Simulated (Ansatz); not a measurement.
BH7O2Si2, SMILES `BO[SiH](O)[SiH3]` from Hartree–Fock to CCSD(T)

```xyz
12

B     1.939    0.987    0.055
O     1.518   -0.238   -0.307
Si    0.016   -0.951   -0.270
O    -0.515   -1.191   -1.802
Si   -1.582    0.402    0.783
H     3.093    1.266   -0.112
H     1.164    1.774    0.538
H     0.241   -2.252    0.413
H    -0.063   -1.838   -2.346
H    -2.865   -0.349    0.850
H    -1.148    0.723    2.169
H    -1.797    1.666    0.030
```

Total charge 0; spin multiplicity 1. All single points use the PBE0-D4/def2-TZVP geometry. It is one conformer, not always the lowest. Frozen core, restricted reference, Ansatz. CBS rows extrapolate triple and quadruple zeta; past MP2 they add the triple-zeta difference.

```tsv
basis	HF (Eh)	MP2 corr.
def2-TZVPP	-756.58287	-0.82166
def2-QZVPP	-756.61027	-0.88596
```

**Question.** Estimate the CCSD correlation energy and the (T) correction in each basis where they were run (hartree).

**Answer.** 
| basis | CCSD corr. | (T) |
| --- | --- | --- |
| def2-TZVPP | -0.87286 | -0.03063 |
| CBS(def2) | -0.98478 | as TZ |
